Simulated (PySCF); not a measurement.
C3H7ClO2Si (SMILES C=CC[Si](O)(O)Cl), singlet, geometry from GFN2-xTB, atoms displaced at random by about 0.08 Å a coordinate; R2SCAN/STO-3G, gradient by finite differences run with PySCF.

Input for PySCF:
```python
from pyscf import gto, scf, dft

mol = gto.Mole()
mol.atom = '''
    C    -3.106909    0.175611   -0.114595
    C    -2.162635   -0.802937   -0.148743
    C    -0.892136   -0.865512    0.931008
    Si    0.781739   -0.241379    0.119378
    O     1.876867   -0.654418    1.006142
    O     0.967408   -0.843988   -1.419452
    Cl    0.677328    1.868930   -0.182047
    H    -4.028040    0.246018   -0.609969
    H    -3.084696    0.939971    0.861535
    H    -2.002730   -1.512345   -0.832723
    H    -0.788021   -1.880443    1.091426
    H    -1.142416   -0.142504    1.739163
    H     2.997692   -0.669564    0.698555
    H     0.290977   -0.749889   -2.180788
'''
mol.basis = 'sto-3g'
mol.charge = 0
mol.spin = 0
mol.verbose = 4
mol.build()

mf = dft.RKS(mol)
mf.xc = 'r2scan'
mf.conv_tol = 1e-11
mf.kernel()
scan, done = mf.as_scanner(), []
scan.scf_summary = {}
def energy(d):
    c = mol.atom_coords()
    c[3, 0] += d
    e = scan(mol.set_geom_(c, unit='Bohr', inplace=False))
    done.append(scan.converged)
    return e
h = 1e-5
fd = (energy(h) - energy(-h)) / (2 * h)
print('dE/dx =', fd)
```

Task: Write the output that PySCF gives for this input, abridged.

Result: 
```
PySCF version 2.14.0

[INPUT] verbose = 4
[INPUT] num. atoms = 14
[INPUT] num. electrons = 72
[INPUT] charge = 0
[INPUT] spin (= nelec alpha-beta = 2S) = 0
[INPUT] symmetry False subgroup None
[INPUT] Mole.unit = angstrom
[INPUT] Symbol           X                Y                Z      unit          X                Y                Z       unit  Magmom
[...]
nuclear repulsion = 452.581099549282
number of shells = 32
number of NR pGTOs = 150
number of NR cGTOs = 50
basis = sto-3g
ecp = {}

******** <class 'pyscf.dft.rks.RKS'> ********
method = RKS
initial guess = minao
damping factor = 0
level_shift factor = 0
DIIS = <class 'pyscf.scf.diis.CDIIS'>
diis_start_cycle = 1
diis_space = 8
diis_damp = 0
SCF conv_tol = 1e-11
SCF conv_tol_grad = None
SCF max_cycles = 50
direct_scf = True
direct_scf_tol = 1e-13
XC library pyscf.dft.libxc version 7.1.2
    S. Lehtola, C. Steigemann, M. J. T. Oliveira, and M. A. L. Marques,  SoftwareX 7, 1–5 (2018)
XC functionals = r2scan
    J. W. Furness, A. D. Kaplan, J. Ning, J. P. Perdew, and J. Sun,  J. Phys. Chem. Lett. 11, 8208–8215 (2020)
    J. W. Furness, A. D. Kaplan, J. Ning, J. P. Perdew, and J. Sun,  J. Phys. Chem. Lett. 11, 9248–9248 (2020)
    J. W. Furness, A. D. Kaplan, J. Ning, J. P. Perdew, and J. Sun,  J. Phys. Chem. Lett. 11, 8208–8215 (2020)
    J. W. Furness, A. D. Kaplan, J. Ning, J. P. Perdew, and J. Sun,  J. Phys. Chem. Lett. 11, 9248–9248 (2020)
radial grids:
    Treutler-Ahlrichs [JCP 102, 346 (1995); DOI:10.1063/1.469408] (M4) radial grids

becke partition: Becke, JCP 88, 2547 (1988); DOI:10.1063/1.454033
pruning grids: <function nwchem_prune>
grids dens level: 3
symmetrized grids: False
atomic radii adjust function: <function treutler_atomic_radii_adjust>
small_rho_cutoff = 0
Set gradient conv threshold to 3.16228e-06
Initial guess from minao.
tot grids = 177240
init E= -1006.81242930843
[...]
cycle= 1 E= -1006.359239623  delta_E= 0.453  |g|= 0.797  |ddm|= 4.69
[...]
cycle= 2 E= -1006.07572137047  delta_E= 0.284  |g|= 1.29  |ddm|= 3.04
[...]
cycle= 3 E= -1006.59028623141  delta_E= -0.515  |g|= 0.147  |ddm|= 2.17
[...]
cycle= 4 E= -1006.59991941552  delta_E= -0.00963  |g|= 0.0483  |ddm|= 0.43
[...]
cycle= 5 E= -1006.60064371366  delta_E= -0.000724  |g|= 0.0198  |ddm|= 0.0961
[...]
cycle= 6 E= -1006.60076841142  delta_E= -0.000125  |g|= 0.00768  |ddm|= 0.0383
[...]
cycle= 7 E= -1006.60078727976  delta_E= -1.89e-05  |g|= 0.00228  |ddm|= 0.0118
[...]
[...]
converged SCF energy = -1006.60078904752
converged SCF energy = -1006.60078718672
[...]
  10 H     -2.002730000000  -1.512345000000  -0.832723000000 AA   -3.784611201450  -2.857917855855  -1.573618407626 Bohr
  11 H     -0.788021000000  -1.880443000000   1.091426000000 AA   -1.489143870406  -3.553522262855   2.062496225230 Bohr
  12 H     -1.142416000000  -0.142504000000   1.739163000000 AA   -2.158853360321  -0.269293531655   3.286541755977 Bohr
  13 H      2.997692000000  -0.669564000000   0.698555000000 AA    5.664816885800  -1.265292582868   1.320077632946 Bohr
  14 H      0.290977000000  -0.749889000000  -2.180788000000 AA    0.549866838548  -1.417084833824  -4.121092055738 Bohr

******** <class 'pyscf.scf.hf.RKS_Scanner'> ********
method = RKS_Scanner
initial guess = minao
damping factor = 0
level_shift factor = 0
DIIS = <class 'pyscf.scf.diis.CDIIS'>
diis_start_cycle = 1
diis_space = 8
diis_damp = 0
SCF conv_tol = 1e-11
SCF conv_tol_grad = None
SCF max_cycles = 50
direct_scf = True
direct_scf_tol = 1e-13
XC library pyscf.dft.libxc version 7.1.2
    S. Lehtola, C. Steigemann, M. J. T. Oliveira, and M. A. L. Marques,  SoftwareX 7, 1–5 (2018)
XC functionals = r2scan
    J. W. Furness, A. D. Kaplan, J. Ning, J. P. Perdew, and J. Sun,  J. Phys. Chem. Lett. 11, 8208–8215 (2020)
    J. W. Furness, A. D. Kaplan, J. Ning, J. P. Perdew, and J. Sun,  J. Phys. Chem. Lett. 11, 9248–9248 (2020)
    J. W. Furness, A. D. Kaplan, J. Ning, J. P. Perdew, and J. Sun,  J. Phys. Chem. Lett. 11, 8208–8215 (2020)
    J. W. Furness, A. D. Kaplan, J. Ning, J. P. Perdew, and J. Sun,  J. Phys. Chem. Lett. 11, 9248–9248 (2020)
radial grids:
    Treutler-Ahlrichs [JCP 102, 346 (1995); DOI:10.1063/1.469408] (M4) radial grids

becke partition: Becke, JCP 88, 2547 (1988); DOI:10.1063/1.454033
pruning grids: <function nwchem_prune>
grids dens level: 3
symmetrized grids: False
atomic radii adjust function: <function treutler_atomic_radii_adjust>
small_rho_cutoff = 0
Set gradient conv threshold to 3.16228e-06
tot grids = 177240
init E= -1006.60079126948
[...]
cycle= 1 E= -1006.60079090823  delta_E= 3.61e-07  |g|= 8.72e-06  |ddm|= 3.19e-05
[...]
cycle= 2 E= -1006.60079090816  delta_E= 7.41e-11  |g|= 1.72e-05  |ddm|= 3.57e-05
[...]
cycle= 3 E= -1006.60079090825  delta_E= -9.16e-11  |g|= 3.33e-06  |ddm|= 2.43e-05
[...]
cycle= 4 E= -1006.60079090826  delta_E= -7.28e-12  |g|= 2.33e-07  |ddm|= 4.5e-06
[...]
Extra cycle  E= -1006.60079090825  delta_E= 2.73e-12  |g|= 3.98e-07  |ddm|= 8.18e-07
converged SCF energy = -1006.60079090825
dE/dx = 0.1860764427874528
```
